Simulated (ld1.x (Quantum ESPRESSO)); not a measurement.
**carbon: ultrasoft pseudisation with PBE, scalar-relativistic reference atom.**

The input file (ld1.x (Quantum ESPRESSO) 7.5):

```
&input
   title='C', zed=6., rel=1, dft='PBE', iswitch=3,
   config='[He] 2s2 2p2',
   nld=2, rlderiv=3.10, eminld=-3.0, emaxld=5.0, deld=0.02
 /
 &inputp
   pseudotype=3, tm=.true., lloc=-1, rcloc=1.90,
   nlcc=.true., new_core_ps=.true., rcore=0.90,
   which_augfun='PSQ', rmatch_augfun=0.85,
   file_pseudopw='C.UPF', file_wfcaegen='ae.wfc', file_wfcncgen='nc.wfc', file_beta='beta', file_chi='chi', file_wfcusgen='us.wfc'
 /
4
2S  1  0   2.00   0.00  1.00  1.10  0.0
2S  1  0   0.00   0.90  1.00  1.10  0.0
2P  2  1   2.00   0.00  2.30  2.85  0.0
2P  2  1   0.00   0.25  2.30  2.85  0.0
 &test
   configts(1)='2s2 2p2'
 /
```

Command:

```bash
ld1.x < C.in > C.out
```

The program printed (shortened: banner, matrices, multipoles, cross overlaps and the repeated all-electron block are left out):

```
Program LD1 v.7.5
     --------------------------- All-electron run ----------------------------

     C
     scalar relativistic calculation

     atomic number is  6.00
     dft =PBE   lsd =0 sic =0 latt =0  beta=0.20 tr2=1.0E-14
     Exchange-correlation= PBE
                           (   1   4   3   4   0   0   0)
     mesh =1073 r(mesh) = 100.30751 a.u. xmin = -7.00 dx = 0.01250
     1 Ry =  13.60569312 eV, c = 137.03599908

     n l     nl                  e(Ry)          e(Ha)          e(eV)
     1 0     1S 1( 2.00)       -20.0931       -10.0465      -273.3801
     2 0     2S 1( 2.00)        -1.0107        -0.5053       -13.7509
     2 1     2P 1( 2.00)        -0.3885        -0.1942        -5.2856

     final scf error:  7.5E-15 reached in  29 iterations

     Etot =     -75.529949 Ry,     -37.764975 Ha,   -1027.637314 eV

     Ekin =      75.328024 Ry,      37.664012 Ha,    1024.889976 eV
     Encl =    -176.093472 Ry,     -88.046736 Ha,   -2395.873743 eV
     Eh   =      35.391585 Ry,      17.695793 Ha,     481.527051 eV
     Exc  =     -10.156087 Ry,      -5.078043 Ha,    -138.180598 eV

     normalization and overlap integrals

     s(1S/1S) =  1.000000  <r> =   0.2706  <r2> =    0.0993  r(max) =   0.1730
     s(2S/2S) =  1.000000  <r> =   1.5715  <r2> =    2.9912  r(max) =   1.2162
     s(2P/2P) =  1.000000  <r> =   1.7999  <r2> =    4.2589  r(max) =   1.2011

     ------------------------ End of All-electron run ------------------------

     --------------------- Generating US pseudopotential ---------------------

      Generating local potential from pseudized AE potential:
      Matching radius rcloc =   1.9000

      Local pseudo, rcloc= 1.884 Estimated cut-off energy=     6.89 Ry

      Computing core charge for nlcc:

       r > 0.90 : true rho core
      Core charge pseudized with two Bessel functions
      Integrated core pseudo-charge :   0.25
      Wfc-us  2S rcutus= 1.087  Estimated cut-off energy=    36.66 Ry
      Wfc-us  2S rcutus= 1.087  Estimated cut-off energy=    39.84 Ry
      Wfc-us  2P rcutus= 2.881  Estimated cut-off energy=     9.75 Ry
      Wfc-us  2P rcutus= 2.881  Estimated cut-off energy=    18.75 Ry

     Q pseudized with Bessel functions
     Expected ecutrho=     489.2483 due to l1=  1   l2=  1

     ------------------- End of pseudopotential generation -------------------

     Computing logarithmic derivative in   3.08641
     Computing logarithmic derivative in   3.08641
     Computing the partial wave expansion
     R is outside the sphere for l=    0 j= 0.00
     R is outside the sphere for l=    0 j= 0.00
     R is outside the sphere for l=    1 j= 0.00
     R is outside the sphere for l=    1 j= 0.00

     ---------------------- Testing the pseudopotential ----------------------

     C
     scalar relativistic calculation

     atomic number is  6.00   valence charge is  4.00
     dft =PBE   lsd =0 sic =0 latt =0  beta=0.20 tr2=1.0E-14
     mesh =1073 r(mesh) = 100.30751 xmin = -7.00 dx = 0.01250

     n l     nl             e AE (Ry)        e PS (Ry)    De AE-PS (Ry)
     1 0     2S   1( 2.00)       -1.01067       -1.01067        0.00000
     2 1     2P   1( 2.00)       -0.38849       -0.38849        0.00000

     eps = 6.5E-16  iter =  3

     Etot =     -75.529949 Ry,     -37.764975 Ha,   -1027.637314 eV
     Etotps =   -11.031077 Ry,      -5.515539 Ha,    -150.085452 eV

     Ekin =       3.121254 Ry,       1.560627 Ha,      42.466819 eV
     Encl =     -21.608141 Ry,     -10.804070 Ha,    -293.993732 eV
     Ehrt =       8.756943 Ry,       4.378472 Ha,     119.144285 eV
     Ecxc =      -3.195855 Ry,      -1.597928 Ha,     -43.481823 eV
     (Ecc =      -0.260525 Ry,      -0.130262 Ha,      -3.544621 eV)
     Epseu=       1.894722 Ry,       0.947361 Ha,      25.779000 eV

     ---------------------- End of pseudopotential test ----------------------
```

Generation and configuration tests took about 1.2 s on one core of a shared server CPU.

Transferability test of the new file with ld1.x, input:

```
&input
   title='C', zed=6., rel=1, dft='PBE', iswitch=2,
   config='[He] 2s2 2p2'
 /
 &test
   file_pseudo='C.UPF', nconf=8,
   configts(1)='2s2 2p2',
   configts(2)='2s2 2p1',
   configts(3)='2s2 2p0',
   configts(4)='2s1 2p0',
   configts(5)='2s2 2p2.3',
   configts(6)='2s2 2p1.5',
   configts(7)='2s1 2p3',
   configts(8)='2s0 2p4'
 /
```

```bash
ld1.x < C.test.in > C.test.out
```

Pseudopotential blocks of its output, shortened (energy terms left out; the distinct warnings before each block abridged to one line each):

```
     ---------------------- Testing the pseudopotential ----------------------

     n l     nl             e AE (Ry)        e PS (Ry)    De AE-PS (Ry)
     1 0     2S   1( 2.00)       -1.01067       -1.01067        0.00000
     2 1     2P   1( 2.00)       -0.38849       -0.38849        0.00000

     eps = 6.4E-16  iter =  3

     Etot =     -75.529950 Ry,     -37.764975 Ha,   -1027.637315 eV
     Etotps =   -11.031077 Ry,      -5.515539 Ha,    -150.085452 eV

     ---------------------- End of pseudopotential test ----------------------

          ---------------------- Testing the pseudopotential ----------------------

     n l     nl             e AE (Ry)        e PS (Ry)    De AE-PS (Ry)
     1 0     2S   1( 2.00)       -1.89321       -1.89577        0.00256
     2 1     2P   1( 1.00)       -1.24984       -1.25018        0.00034

     eps = 5.5E-15  iter = 12

     Etot =     -74.731642 Ry,     -37.365821 Ha,   -1016.775790 eV
     Etotps =   -10.232384 Ry,      -5.116192 Ha,    -139.218675 eV
     dEtot_ae =       0.798307 Ry
     dEtot_ps =       0.798693 Ry,   Delta E=      -0.000386 Ry

     ---------------------- End of pseudopotential test ----------------------

          ---------------------- Testing the pseudopotential ----------------------

     n l     nl             e AE (Ry)        e PS (Ry)    De AE-PS (Ry)
     1 0     2S   1( 2.00)       -2.96779       -2.96651       -0.00128
     2 1     2P   1( 0.00)       -2.33472       -2.32006       -0.01466  !

     eps = 5.9E-16  iter =  9

     Etot =     -72.956190 Ry,     -36.478095 Ha,    -992.619534 eV
     Etotps =    -8.461421 Ry,      -4.230710 Ha,    -115.123493 eV
     dEtot_ae =       2.573759 Ry
     dEtot_ps =       2.569657 Ry,   Delta E=       0.004103 Ry

     ---------------------- End of pseudopotential test ----------------------

          Warning: n=2, l=1 expected 0 nodes, found 1
     ---------------------- Testing the pseudopotential ----------------------

     n l     nl             e AE (Ry)        e PS (Ry)    De AE-PS (Ry)
     1 0     2S   1( 1.00)       -4.12371       -4.11215       -0.01156  !
     2 1     2P   1( 0.00)       -3.53554       -3.49451       -0.04103  !

     eps = 1.4E-16  iter =  9

     Etot =     -69.413985 Ry,     -34.706993 Ha,    -944.425378 eV
     Etotps =    -4.924034 Ry,      -2.462017 Ha,     -66.994893 eV
     dEtot_ae =       6.115964 Ry
     dEtot_ps =       6.107043 Ry,   Delta E=       0.008921 Ry

     ---------------------- End of pseudopotential test ----------------------

          ---------------------- Testing the pseudopotential ----------------------

     n l     nl             e AE (Ry)        e PS (Ry)    De AE-PS (Ry)
     1 0     2S   1( 2.00)       -0.79555       -0.79534       -0.00021
     2 1     2P   1( 2.30)       -0.18408       -0.18407       -0.00001

     eps = 4.0E-15  iter =  9

     Etot =     -75.615089 Ry,     -37.807544 Ha,   -1028.795691 eV
     Etotps =   -11.116214 Ry,      -5.558107 Ha,    -151.243798 eV
     dEtot_ae =      -0.085139 Ry
     dEtot_ps =      -0.085137 Ry,   Delta E=      -0.000002 Ry

     ---------------------- End of pseudopotential test ----------------------

          ---------------------- Testing the pseudopotential ----------------------

     n l     nl             e AE (Ry)        e PS (Ry)    De AE-PS (Ry)
     1 0     2S   1( 2.00)       -1.42412       -1.42521        0.00109
     2 1     2P   1( 1.50)       -0.78795       -0.78840        0.00044

     eps = 2.4E-15  iter =  9

     Etot =     -75.238653 Ry,     -37.619327 Ha,   -1023.674027 eV
     Etotps =   -10.739675 Ry,      -5.369837 Ha,    -146.120721 eV
     dEtot_ae =       0.291296 Ry
     dEtot_ps =       0.291402 Ry,   Delta E=      -0.000106 Ry

     ---------------------- End of pseudopotential test ----------------------

          ---------------------- Testing the pseudopotential ----------------------

     n l     nl             e AE (Ry)        e PS (Ry)    De AE-PS (Ry)
     1 0     2S   1( 1.00)       -1.04376       -1.04179       -0.00197
     2 1     2P   1( 3.00)       -0.41985       -0.42028        0.00043

     eps = 8.0E-16  iter =  7

     Etot =     -74.906837 Ry,     -37.453419 Ha,   -1019.159437 eV
     Etotps =   -10.409180 Ry,      -5.204590 Ha,    -141.624110 eV
     dEtot_ae =       0.623112 Ry
     dEtot_ps =       0.621897 Ry,   Delta E=       0.001215 Ry

     ---------------------- End of pseudopotential test ----------------------

          ---------------------- Testing the pseudopotential ----------------------

     n l     nl             e AE (Ry)        e PS (Ry)    De AE-PS (Ry)
     1 0     2S   1( 0.00)       -1.07284       -1.06851       -0.00433
     2 1     2P   1( 4.00)       -0.44775       -0.44799        0.00024

     eps = 3.1E-15  iter =  7

     Etot =     -74.282291 Ry,     -37.141146 Ha,   -1010.662061 eV
     Etotps =    -9.788157 Ry,      -4.894078 Ha,    -133.174656 eV
     dEtot_ae =       1.247658 Ry
     dEtot_ps =       1.242921 Ry,   Delta E=       0.004738 Ry

     ---------------------- End of pseudopotential test ----------------------
```
